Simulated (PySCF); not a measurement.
**Chlorine: a sound run and one with changed settings**

Sound run: Cl⁺ [Ne] 3s2 3p4, Cl²⁺ [Ne] 3s2 3p3. Computed with PySCF 2.14 in 6-31G*, with no relativity, point nucleus. In the sound run the correlated levels freeze [Ne]. The sound run starts from symmetry-adapted Hartree-Fock orbitals and uses a fine grid where one is needed.

A second run was set up differently.

```json
{"species": "Cl⁺", "method": "MP2", "sound run (hartree)": "-459.09745", "changed run (hartree)": "-459.05351", "converged": "yes"}
{"species": "Cl⁺", "method": "CCSD(T)", "sound run (hartree)": "-459.11733", "changed run (hartree)": "-459.06226", "converged": "yes"}
{"species": "Cl²⁺", "method": "MP2", "sound run (hartree)": "-458.25727", "changed run (hartree)": "-458.20362", "converged": "yes"}
{"species": "Cl²⁺", "method": "CCSD(T)", "sound run (hartree)": "-458.27692", "changed run (hartree)": "-458.20888", "converged": "yes"}
```

Ionisation energy of Cl⁺:

```csv
method,sound run (eV),changed run (eV)
UHF,22.497,22.497
MP2,22.863,23.127
SCS-MP2,22.888,23.277
CCSD,22.859,23.217
CCSD(T),22.869,23.222
```

**Question.** What was changed?
A. basis contracted for another Hamiltonian
B. a valence shell is frozen
C. all electrons correlated in a valence basis
D. level shift left on

**Answer.** B. Freezing a valence shell removes pair correlation that changes on ionisation.
